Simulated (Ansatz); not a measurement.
A structure relaxed at PBE0-D4/def2-TZVP, charge 0, multiplicity 1:

| atom | x (Å) | y (Å) | z (Å) |
| --- | --- | --- | --- |
| Cl1 | -0.654 | -1.658 | -1.749 |
| B2 | 0.449 | -0.580 | -0.948 |
| Ge3 | -0.192 | 0.483 | 0.703 |
| H4 | 1.546 | -0.512 | -1.411 |
| H5 | -1.377 | 1.385 | 0.312 |
| H6 | -0.686 | -0.485 | 1.792 |
| H7 | 0.914 | 1.368 | 1.302 |

Give its formula and SMILES.

BClGeH4, `Cl[BH][GeH3]`.

Point group (tolerance 0.08 Å, 0.16 Å for H)?

Cs.

Summarise the bond lengths by kind.

1 × B–Cl 1.738 Å; 1 × B–Ge 2.066 Å; 1 × B–H 1.193 Å; 3 × Ge–H 1.537 to 1.539 Å.

Results of the Gaussian-basis code of Ansatz.
